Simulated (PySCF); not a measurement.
Vibration and rotation of SbF

UHF-CCSD(T) constants of SbF, ³Σ⁻ (triplet), unpaired electrons π ↑↑ (PySCF, scalar-relativistic core potentials, basis sets Sb def2-SVPD with ECP28, F def2-SVPD; masses 120.9038 and 18.9984 u):

* ωe: 582.4 cm⁻¹
* ωexe: 2.48 cm⁻¹
* Be: 0.26232 cm⁻¹
* αe: 0.00158 cm⁻¹
* De to Sb + F: 3.78 eV

**Question.** What force constant and bond length do these constants imply?

**Answer.** Reduced mass μred = 16.418 u; k = 5.8918×10⁻⁷·μred·ωe² (u, cm⁻¹, mdyn/Å) = 3.28 mdyn/Å; Re = √(16.8576/(μred·Be)) (u, cm⁻¹, Å) = 1.978 Å.

**Question.** Estimate the centrifugal constant D from the Kratzer relation and find the Dunham coefficient a1.

**Answer.** D = 4Be³/ωe² = 2.13e-07 cm⁻¹; a1 = −1 − αeωe/(6Be²) = -3.23.

Correlated steps freeze 5 core orbitals. Correlated levels converge slowly with the basis: in double zeta they bind strong bonds too weakly, by up to about 1 eV, and carry superposition errors of some tenths. These are scalar-relativistic numbers at best; spin–orbit coupling would shift them, the dissociation energy most. The state is the lowest determinant that a PBE0 search found; another state may lie lower at other levels.
